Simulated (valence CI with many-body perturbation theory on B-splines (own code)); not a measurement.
Which ion has this spectrum?

A relativistic CI+MBPT calculation for an atom or ion with 6 electrons gives these levels (eV):

| J | Parity | E | g |
| --- | --- | --- | --- |
| 0 | even | 0.000 |  |
| 1 | even | 0.645 | 1.50 |
| 2 | even | 1.535 | 1.49 |
| 2 | even | 8.339 | 1.00 |
| 0 | even | 16.508 |  |
| 2 | odd | 23.071 | 2.00 |
| 2 | odd | 44.026 | 1.17 |
| 3 | odd | 44.060 | 1.33 |
| 1 | odd | 44.063 | 0.51 |
| 0 | odd | 51.710 |  |
| 1 | odd | 51.716 | 1.49 |
| 2 | odd | 51.769 | 1.49 |
| 2 | odd | 65.770 | 1.00 |
| 1 | odd | 66.395 | 1.99 |

The energies are calculated, with errors of perhaps 300 cm⁻¹, more in some levels.

(1) Which is it?
A. S10+
B. Ar12+
C. Si8+
D. K13+

Answers

(1) A. S10+, ground level 2s²2p² ³P_0.
